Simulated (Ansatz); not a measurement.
CH6BFOSi, SMILES `FBOC[SiH3]`, relaxed with RKS PBE0-D4/def2-TZVP in Ansatz from a PBE-D4/def2-SVP geometry. The force threshold is 0.005 eV/Å; the program also tests the step.

The species carries charge 0 and has multiplicity 1.

Start:

```xyz
11

F    -1.752    1.052   -1.443
B    -0.763    1.739   -0.847
O    -0.081    1.213    0.196
C    -0.353   -0.098    0.718
Si    1.023   -1.324    0.204
H    -0.474    2.851   -1.236
H    -0.390   -0.019    1.825
H    -1.342   -0.473    0.376
H     1.058   -1.429   -1.296
H     2.356   -0.841    0.701
H     0.718   -2.672    0.801
```

(1) How much energy does the relaxation release, and in how many steps? (An estimate is asked.)

(2) Which bonds change most? (An estimate is asked.)

(3) Give the relaxed structure. (Estimate.)

## Answers

(1) Computed: 0.04 eV, in 6 steps, 1 of them rejected.

(2) The calculation gave: C4–Si5 from 1.914 to 1.893 Å; B2–H6 from 1.213 to 1.193 Å; Si5–H11 from 1.505 to 1.487 Å; Si5–H9 from 1.503 to 1.486 Å.

(3) The calculation gave: 
```xyz
11

F    -1.746    1.045   -1.422
B    -0.758    1.723   -0.839
O    -0.075    1.201    0.189
C    -0.346   -0.101    0.714
Si    1.015   -1.312    0.202
H    -0.478    2.813   -1.236
H    -0.381   -0.011    1.803
H    -1.324   -0.464    0.382
H     1.062   -1.400   -1.280
H     2.329   -0.847    0.713
H     0.701   -2.649    0.775
```
